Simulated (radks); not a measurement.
Eu V, configuration [Xe] 4f5 (the NIST ground configuration). All-electron calculation, scalar-relativistic Kohn-Sham, Slater X-alpha with alpha = 0.679, spin-polarised, spherical densities, finite nucleus; open shells are filled with parallel spins first (spin-orbit coupling, left out, can overturn this in heavy ions); Fermi nuclear charge, rms radius 5.1115 fm. Program: a radial shooting solver on a logarithmic mesh with Libxc functionals. Some entries of the table are withheld. Estimate them.

orbital  occ.  eigenvalue (hartree)  <1/r> (bohr^-1)
1s down     1             -1777.790            70.16
1s up       1             -1777.790            70.16
2s up       1             -293.6093            16.26
2s down     1             -293.6065            16.26
2p up       3             -261.9569            15.23
2p down     3             -261.9550            15.23
3s up       1             -66.16594            5.954
3s down     1             -66.08500            5.959
3p up       3             -56.31044            5.608
3p down     3             -56.23021            5.613
3d up       5             -43.08151            5.324
3d down     5             -43.01883            5.329
4s up       1             -14.71166            2.518
4s down     1             -14.52543            2.517
4p up       3             -11.45339            2.319
4p down     3             -11.26866            2.318
4d up       5                   (1)            2.047
4d down     5                   (2)            2.044
5s up       1              -3.27242            1.017
5s down     1              -3.17782            1.002
5p up       3              -2.41602           0.8825
5p down     3              -2.34346           0.8653
4f up       5              -1.96532            1.557
4f down     0              -1.79999            1.533

Answer. 
(1) 4d up eigenvalue (hartree): -6.90585
(2) 4d down eigenvalue (hartree): -6.72444
